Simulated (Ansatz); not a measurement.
Basis sets compared for the cluster Zn₇Se₆I₂. Charge 0, multiplicity 1. Geometry r2SCAN-D4/def2-SVP. Ansatz on 2 threads of AMD EPYC 7R13 on a shared host and a share (18 GiB) of an NVIDIA H100 80GB HBM3; times are rough, and most runs start from earlier orbitals.

```csv
atom,x (Å),y (Å),z (Å)
Zn1,-0.258,2.286,-0.074
Zn2,-2.392,-0.111,-0.309
Zn3,-1.531,-1.400,-2.679
Zn4,1.500,0.719,-1.661
Zn5,2.039,-0.898,0.102
Zn6,0.106,0.107,2.472
Zn7,0.668,-1.672,-1.939
Se8,2.142,2.516,0.100
Se9,-1.796,1.414,1.466
Se10,-0.513,-1.678,0.742
Se11,-3.653,-0.645,-2.150
Se12,1.255,-3.205,0.033
Se13,2.472,0.818,1.779
I14,-0.430,2.356,-2.725
I15,0.389,-0.606,4.843
```

In the def2 sets I takes a core potential, while STO-3G treats all electrons; there is no spin–orbit coupling. Single mean-field runs in def2-SVP, def2-TZVP are fitted with def2-universal-jkfit. Another isomer (singlet) lies 3.66 eV lower at PBE0-D4/def2-TZVP; other spin states weren't run for this one.

STO-3G and 6-31G are all-electron sets without relativity, so their totals don't compare with the def2 sets.

Binding counts from free atoms (Zn singlet, Se triplet, I doublet) in the same basis, without a counterpoise term.

```
                        level  functions  energy (Eh)  HOMO (eV)  LUMO (eV)  binding per atom (eV)  wall time
                    HF/STO-3G        288  -40243.9373      -2.86       2.31                      –       48 s
                  HF/def2-SVP        461  -27434.0262      -7.99      -0.02                   1.12       18 s
PBE-D4/def2-SVP (with forces)        461  -27453.5187      -5.40      -3.69                   2.26       15 s
             PBE0-D4/def2-SVP        461  -27454.2111      -6.28      -3.06                   2.20       18 s
```

Estimate the rows for PBE-D4/def2-TZVP, PBE0-D4/def2-TZVP.


```tsv
level	functions	energy (Eh)	HOMO (eV)	LUMO (eV)	binding per atom (eV)	wall time
PBE-D4/def2-TZVP	724	-27457.1379	-5.59	-3.78	2.08	19 s
PBE0-D4/def2-TZVP	724	-27457.7663	-6.39	-3.09	2.07	25 s
```
